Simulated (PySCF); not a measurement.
# Bond energies at HF/def2-TZVPP beside a composite method

PySCF, lowest determinants of a PBE0 search. The composite is CCSD(T) extrapolated to the basis-set limit from two correlation-consistent sets, with core-valence (CV) and scalar-relativistic (SR) terms as its label shows; it has no spin–orbit coupling and nothing beyond (T).

```csv
species,state (unpaired electrons),De HF (eV),De composite (eV),composite,dissociates to
SnO,singlet (closed shell),1.74,5.77,CCSD(T)/CBS(DT)+CV,Sn + O
ICl,singlet (closed shell),0.82,2.43,CCSD(T)/CBS(TQ)+CV,I + Cl
CH,doublet (π ↑),2.46,3.65,CCSD(T)/CBS(TQ)+CV+SR,H + C
GaS,doublet (σ ↑),2.01,3.61,CCSD(T)/CBS(DT),Ga + S
GeB,"quartet (σ ↑, π ↑↑)",2.02,2.99,CCSD(T)/CBS(DT)+CV,Ge + B
C2,"triplet (σ ↑, π ↑)",3.11,6.23,CCSD(T)/CBS(TQ)+CV+SR,C + C
TlC,"quartet (σ ↑, π ↑↑)",1.76,2.62,CCSD(T)/CBS(DT)+CV,Tl + C
CaH,doublet (σ ↑),1.50,1.77,CCSD(T)/CBS(DT),Ca + H
```

Problem. Does HF bind more or less than the composite, by how much on average, and where is the difference largest?

Solution. HF/def2-TZVPP binds less on average, method and basis taken together: the mean signed difference is -1.71 eV and the mean absolute one 1.71 eV; it is largest for SnO (-4.03 eV).

The molecules are drawn from runs that passed checks on state, spin purity and fit, so the hardest cases are missing and the errors look smaller than over all diatomics.

Correlated steps freeze the inner cores (1 to 14 orbitals); shallow outer-core shells are correlated. UHF and ROHF references stand side by side, which adds small steps between rows. Spin–orbit coupling is left out, which matters for elements this heavy, above all for dissociation energies. Where the molecule has an RHF reference, its open-shell atoms are computed with UHF. The CCSD T1 diagnostic is raised in SnO, a sign that a single reference may not be enough there. States were picked by a PBE0 search and need not be the measured ground states.
